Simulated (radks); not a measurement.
The numbers below are computed, except where a source is named.
Problem. W3+, configuration [Xe] 4f14 5d3 (the NIST ground configuration). Code: a radial shooting solver on a logarithmic mesh with Libxc functionals. Model: scalar-relativistic Kohn-Sham, PBEsol, spin-polarised, spherical densities, point nucleus; open shells are filled with parallel spins first (spin-orbit coupling, left out, can overturn this in heavy ions). Some entries of the table are withheld. Estimate them.

| orbital | occ. | eigenvalue (eV) | <1/r> (bohr^-1) | r(max) (bohr) |
|---|---|---|---|---|
| 1s down | 1 | -69501.70 | 87.09 | 0.01146 |
| 1s up | 1 | -69501.70 | 87.09 | 0.01146 |
| 2s up | 1 | -12020.18 | 20.36 | 0.06568 |
| 2s down | 1 | -12020.03 | 20.36 | 0.06568 |
| 2p up | 3 | -10516.27 | 18.45 | 0.05389 |
| 2p down | 3 | -10516.14 | 18.45 | 0.05389 |
| 3s up | 1 | -2790.385 | 7.538 | 0.1853 |
| 3s down | 1 | -2790.339 | 7.538 | 0.1853 |
| 3p up | 3 | -2345.123 | 6.959 | 0.1834 |
| 3p down | 3 | -2345.071 | 6.959 | 0.1834 |
| 3d up | 5 | -1833.036 | 6.576 | 0.1493 |
| 3d down | 5 | -1832.936 | 6.576 | 0.1494 |
| 4s up | 1 | -598.3731 | 3.205 | 0.4206 |
| 4s down | 1 | -598.2423 | 3.204 | 0.4206 |
| 4p up | 3 | -452.3198 | 2.911 | 0.4412 |
| 4p down | 3 | -452.1959 | 2.911 | 0.4413 |
| 4d up | 5 | -267.3098 | 2.589 | 0.4522 |
| 4d down | 5 | -267.1588 | 2.590 | 0.4523 |
| 5s up | 1 | -108.5738 | 1.253 | 0.9631 |
| 5s down | 1 | -107.1438 | 1.262 | 0.9596 |
| 5p up | 3 | -72.6445 | 1.057 | 1.092 |
| 5p down | 3 | -70.7227 | 1.068 | 1.085 |
| 4f up | 7 | -62.3364 | 2.082 | 0.4285 |
| 4f down | 7 | -62.0000 | 2.090 | 0.4283 |
| 5d up | 3 | -32.1452 | (1) | 1.441 |
| 5d down | 0 | -29.6309 | (2) | 1.424 |

Solution. 
(1) 5d up <1/r> (bohr^-1): 0.7329
(2) 5d down <1/r> (bohr^-1): 0.7362
